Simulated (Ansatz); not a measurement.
BClH₅NOSi, SMILES `N[SiH](Cl)BO`, relaxed with RKS PBE0-D4/def2-TZVP in Ansatz from a PBE-D4/def2-SVP geometry. The force threshold is 0.005 eV/Å; the program also tests the step.

The species carries charge 0 and has multiplicity 1.

Start:

```xyz
10

N     0.038    1.231   -1.246
Si    0.193   -0.436   -0.800
Cl    2.196   -1.155   -0.647
B    -0.479   -0.702    1.089
O    -0.560    0.415    1.864
H     0.264    1.931   -0.533
H     0.326    1.554   -2.173
H    -0.422   -1.254   -1.900
H    -0.734   -1.802    1.562
H    -0.821    0.219    2.784
```

Problem. By how much does the energy fall, and how many steps does the optimiser take? (Best estimate.)

Solution. Computed: 0.05 eV, in 7 steps.

Problem. Which bonds change most? (An estimate is asked.)

Solution. Computed: Si2–Cl3 from 2.134 to 2.096 Å; N1–Si2 from 1.733 to 1.704 Å; B4–H9 from 1.224 to 1.204 Å; Si2–H8 from 1.502 to 1.483 Å.

Problem. Give the relaxed structure. (Estimate.)

Solution. The calculation gave: 
```xyz
10

N     0.080    1.213   -1.236
Si    0.218   -0.425   -0.789
Cl    2.183   -1.146   -0.697
B    -0.469   -0.697    1.092
O    -0.559    0.400    1.877
H     0.246    1.930   -0.546
H     0.308    1.531   -2.164
H    -0.412   -1.242   -1.855
H    -0.750   -1.778    1.541
H    -0.845    0.214    2.777
```
